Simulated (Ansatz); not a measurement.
Reaction (ligand exchange at a B–C bond): `CB[TeH]` + HCl → `ClB[TeH]` + CH₄

Computed with Ansatz on PBE0-D4/def2-TZVP structures; ΔE is electronic, products minus reactants. CCSD(T)/CBS is the MP2 limit (def2-TZVPP, def2-QZVPP) plus CCSD(T) − MP2 in def2-TZVPP, frozen cores. This one scheme is used for every species. Functionals use def2-TZVPP. B3LYP here is the variant with VWN-RPA as its local correlation; programs differ in this. HSE06 is defined as in plane-wave codes. Elements past krypton have def2 core potentials. For Te outer-core shells are correlated without core-valence functions, which leaves a few kJ/mol of doubt a bond.

| level | ΔE (kcal/mol) | difference from CCSD(T)/CBS |
| --- | --- | --- |
| LDA (SPW92) | -19.0 | 0.2 |
| revPBE-D4 | -20.0 | -0.8 |
| B3LYP-D4 | -20.1 | -0.9 |
| HSE06-D4 | -19.6 | -0.4 |
| B2PLYP | -20.3 | -1.1 |
| PBE | -20.2 | -1.0 |
| BLYP | -20.7 | -1.5 |
| r2SCANh | -20.3 | -1.1 |
| HSE06 | -19.7 | -0.5 |
| LC-ωPBE | -18.9 | 0.3 |
| MP2/def2-SVP | -22.3 | -3.1 |
| CCSD/def2-SVP | -21.2 | -2.0 |
| MP2/def2-TZVPP | -20.4 | -1.2 |
| CCSD/def2-TZVPP | -18.8 | 0.4 |
| MP2/def2-QZVPP | -20.3 | -1.1 |
| MP2/CBS(def2) | -20.3 | -1.1 |
| CCSD(T)/CBS | -19.2 | 0 |

Largest T1 diagnostic among the species: 0.014.

Leaving LDA and LC-ωPBE aside and taking each functional with its dispersion term where it has one, the values, not all of them listed here, spread over 1.1 kcal/mol, from BLYP-D4 to CAM-B3LYP-D4. LDA lies +1.2 kcal/mol from PBE without D4. From BLYP to BHLYP (50 % exact exchange), in def2-TZVPP and without D4, ΔE moves by +0.9 kcal/mol.
